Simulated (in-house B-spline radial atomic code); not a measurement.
Sc³⁺. Computed with a B-spline radial atomic code. Model: all-electron spherical atom, spin shells full or empty, radial basis limit, no spin-orbit coupling, Breit or QED, empty-state partial waves extrapolated as (l+1/2)^-4, RPA, G0W0 and static COHSEX of the highest shell as one setting changes (uncorrelated shells keep exact exchange).

Empty levels are discrete states of a finite basis, so the steps are uneven.

Given: element Sc; charge 3; filled core Ne; hamiltonian one-electron scalar X2C; mean-field start PBE; highest l of empty states 9; nuclear rms radius 3.5459 fm; lowest nl shells left uncorrelated 0; highest mean-field shell 3p; box radius 14.14 bohr.

Shell: 3s 1 1, 3p 3 3 (electrons up and down).

```
highest empty level kept (hartree)  RPA correlation energy (hartree)  G0W0 level (eV)  G0W0 minus most complete (meV)  COHSEX level (eV)  linearised minus solved G0W0 (meV)
                              5.33                          -0.41822          -72.632                           859.7            -74.744                               -26.3
                             10.67                          -0.52596          -72.939                           553.2            -75.668                               -28.3
                             18.67                          -0.63791          -73.133                           359.3            -76.273                               -29.7
                                32                          -0.73922          -73.261                           231.2            -76.643                               -30.7
                             53.33                          -0.84615          -73.353                           139.5            -76.889                               -31.4
                                96                          -0.94511          -73.411                            81.1            -77.051                               -31.9
                               160                                 ?                ?                               ?                  ?                                   ?
                               320                           -1.0938          -73.472                            20.6            -77.236                               -32.4
                               640                           -1.1395          -73.485                             7.1            -77.274                               -32.5
                            1333.3                                 ?                ?                               ?                  ?                                   ?
                              3200                           -1.1833          -73.492                             0.4            -77.291                               -32.6
                             10667                           -1.1888          -73.492                               0            -77.292                               -32.6
```

(1) What follows for highest empty level kept = 160?

(2) What follows for highest empty level kept = 1333.3?

Answers

(1) RPA correlation energy -1.0177 hartree; G0W0 level -73.445 eV; G0W0 minus most complete 47.4 meV; COHSEX level -77.152 eV; linearised minus solved G0W0 -32.2 meV.

(2) RPA correlation energy -1.1701 hartree; G0W0 level -73.49 eV; G0W0 minus most complete 2.2 meV; COHSEX level -77.287 eV; linearised minus solved G0W0 -32.6 meV.
